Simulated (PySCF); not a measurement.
# Pt2Te: from structure and modes to constants

Computed with PySCF, UPBE, basis Te def2-SVP with ECP28, Pt def2-SVP with ECP60 (scalar-relativistic core potentials, no spin–orbit coupling, density fitting).

The triplet minimum has C2v symmetry. Masses (u): Te 129.90622, Pt 194.96477.

```xyz
3
charge 0 multiplicity 3, angstrom
Te    0.0000    0.0000   -1.5852
Pt    1.3258    0.0000    0.5285
Pt   -1.3258    0.0000    0.5285
```

Harmonic wavenumbers (cm⁻¹): 119.1 (a1, ×1), 169.6 (b2, ×1), 242.7 (a1, ×1).

Question: Find the principal moments of inertia and the rotational constants. What kind of rotor is it?

Answer: About the centre of mass I = 435.37, 685.36, 1120.7 u Å². With B = 16.8576/I this gives 0.03872, 0.0246, 0.01504 cm⁻¹. The molecule is an asymmetric top with κ = -0.19.

Question: What is the harmonic zero-point energy?

Answer: Half the sum of all 3 wavenumbers, 531/2 = 266 cm⁻¹, which is 3.2 kJ/mol (1 cm⁻¹ = 0.0119627 kJ/mol).

Question: Find the vibrational entropy and heat capacity at 298.15 K.

Answer: With u = 1.43878 ω/T, each mode gives S = R[u/(eᵘ−1) − ln(1−e⁻ᵘ)] and C = R u² eᵘ/(eᵘ−1)².
```csv
ω (cm⁻¹),u,S (J/(mol K)),C (J/(mol K))
119.1,0.575,13.03,8.09
169.6,0.818,10.21,7.87
242.7,1.171,7.46,7.43
```
The sums over all modes are S = 30.7 and C = 23.4 J/(mol K); the softest mode gives 42 % of the entropy.

Question: Give the standard entropy (298.15 K, 1 bar) by its translational, rotational, vibrational and spin parts, and Cp.

Answer: Sackur–Tetrode with M = 519.84 u gives 186.8; rotation with symmetry number 2 gives 124.4; vibration 30.7; spin R ln 3 = 9.1. The total is 351.0 J/(mol K), and Cp = 4 R + 23.4 = 56.6 J/(mol K).

Other isomers or separated fragments may lie lower. Other spin states or occupations of the open shell can lie lower. With an element this heavy the missing spin–orbit coupling can shift these numbers.
